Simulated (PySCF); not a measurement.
C2H2F2, SMILES F/C=C/F.

Geometry: TPSSh-D3(BJ)/def2-SVP.

Two levels are set side by side: PBE/def2-TZVPD (PySCF) and PBE0/def2-TZVPD (PySCF). Same geometry, gas phase. Differences are taken from unrounded values.

```json
[
 {"quantity": "orbital gap (eV)", "PBE0": "7.61", "PBE": "5.26", "PBE minus PBE0": "-2.34"},
 {"quantity": "highest occupied level (eV)", "PBE0": "-7.59", "PBE": "-6.25", "PBE minus PBE0": "1.34"},
 {"quantity": "lowest empty level (eV)", "PBE0": "0.02", "PBE": "-0.99", "PBE minus PBE0": "-1.01"},
 {"quantity": "mean polarisability (bohr³)", "PBE0": "28.4", "PBE": "29.6", "PBE minus PBE0": "1.2"}
]
```

PBE's occupied levels lie high since its potential decays too fast outside the molecule; exact exchange lowers them and widens the gap. Loosely held outer electrons make PBE densities more polarisable. Differences between two approximate levels are no errors against the true value.

Rough cost on one machine, each run with all the roots and properties that it gave: PBE0 against PBE within a factor of 2.
